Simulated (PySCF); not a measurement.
# Bond lengths and vibrations by method: CGeH3O anion

Calculated results; nothing here was measured. They come from PySCF 2.14.0, an open-source quantum chemistry program, on an isolated molecule that a program drew, which may never have been made. The molecule is CGeH3O anion (charge -1, singlet), drawn as the SMILES string `[O-][CH]=[GeH2]`.

The geometry was optimised and harmonic frequencies were computed with HF and MP2, all in the aug-cc-pVDZ basis, for the commonest isotopes, with a restricted reference for singlets and an unrestricted one otherwise, and a frozen core in MP2. Germanium has the aug-cc-pVDZ-PP basis, with a core potential (ECP10MDF) in place of its 10 inner electrons, and its 3s, 3p and 3d shells are frozen in MP2. Each result is a local minimum of its method.

Geometry at the HF minimum:
```xyz
6
CGeH3O anion, angstrom
O    -2.4115    1.4242    0.1638
C    -1.7427    0.4229    0.2330
Ge   -1.6997   -1.2118   -0.9947
H    -1.1153    0.3127    1.1625
H    -0.1039   -1.3315   -0.9368
H    -1.7862   -0.4473   -2.3879
```

Lengths of the bonds as drawn, in Å (atoms numbered as above):
```
bond,HF,MP2
O1-C2,1.206,1.247
C2-Ge3,2.045,2.030
C2-H4,1.127,1.142
Ge3-H5,1.601,1.603
Ge3-H6,1.591,1.596
```

Rotational constants, in GHz:
```
constant,HF,MP2
A,45.87,44.91
B,3.521,3.495
C,3.363,3.335
```

Harmonic frequencies in cm^-1, each column in rising order, so a row needn't be the same motion in every method:
| rank | HF | MP2 |
|---|---|---|
| 1 | 187 | 210 |
| 2 | 293 | 277 |
| 3 | 470 | 436 |
| 4 | 586 | 527 |
| 5 | 754 | 704 |
| 6 | 925 | 842 |
| 7 | 962 | 896 |
| 8 | 1471 | ? |
| 9 | 1818 | 1579 |
| 10 | 1854 | 1852 |
| 11 | 1907 | 1882 |
| 12 | 2793 | 2650 |

**Estimate the missing MP2 frequency from the HF column.**

A single factor s that minimises the squared misfit of MP2 against s times HF over the other rows is sum(HF x MP2) / sum(HF^2) = 0.9475, with an rms misfit of 59 cm^-1. For rank 8 it gives 0.9475 x 1471 = 1394 cm^-1. The calculation gives 1357 cm^-1, 37 cm^-1 below the estimate. The drawn bonds are on average 0.9 % longer in MP2 than in HF.
